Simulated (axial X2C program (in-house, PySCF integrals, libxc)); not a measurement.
# What spin–orbit coupling does to RuC

All values were computed with an axial X2C code built on PySCF integrals. Spin-free means the one-electron spin-free X2C Hamiltonian; two-component (2c) means X2C with spin–orbit coupling and atomic mean-field two-electron Coulomb and Gaunt terms, so the difference of the two also holds small scalar two-electron terms. Basis: Ru dyall-cv3z [12s12p8d5f3g], C dyall-v3z [7s6p2d1f] (cores contracted in-house); Gaussian nuclei, density fitting, unrestricted open shells. Masses: Ru 101.904 u, C 12.000 u.

Spin-free state: M_S = 0, Λ = 0 (closed shell); fragments Ru + C.

```csv
level,Re (Å),ωe (cm⁻¹),De (eV),μ (D)
TPSS,1.602,1148.6,6.649,-3.99
```

Dipoles are positive if C is the positive end.

Two-component determinant lowest at the distance of the search:

Ω = 3 (⟨Sz⟩ = 1.00, ⟨Lz⟩ = 2.00 at TPSS); fragments Ru + C.

```json
{"level": "TPSS", "Re (Å)": "1.634", "ωe (cm⁻¹)": "1068.2", "μ (D)": "-2.15"}
```

Problem. From the two tables, how do the constants change at the TPSS level (2c against spin-free)?

Solution. At the TPSS level Re rises by 0.032 Å and ωe drops by 80.4 cm⁻¹. The two determinants differ in configuration, so these shifts compare two states and are not the spin–orbit effect on one state.

The state is one determinant whose occupation by symmetry is held fixed; it was picked as the lowest of a PBE0 search that is not exhaustive. Closed shells are restricted here (equal orbitals for both partners); the stretched side of such a curve lies too high. De is counted from the lowest determinant-based energies of the atoms at the same level, without counterpoise correction. De is not given where an atomic determinant may have missed its ground term or J level, or where the truncated virtual space spoils (T). Density functionals use the spin component along the axis (collinear). Other states lie close and PBE0, whose exact exchange favours high spin, may order them wrongly; the determinant shown need not be the ground state. The nearest other spin-free determinant of the search, M_S = 1, Λ = 2, lies 0.07 eV up at the distance of the search. Without a current term, density functionals place determinants with orbital angular momentum somewhat too high. With several unpaired electrons one determinant need not be a pure state. A state of lower Ω lies just above, and one determinant can place such states too high, so the state shown need not be the lowest. The search has Ω = 0 only 0.04 eV up. At some level and bond length an empty orbital lies below a filled one.
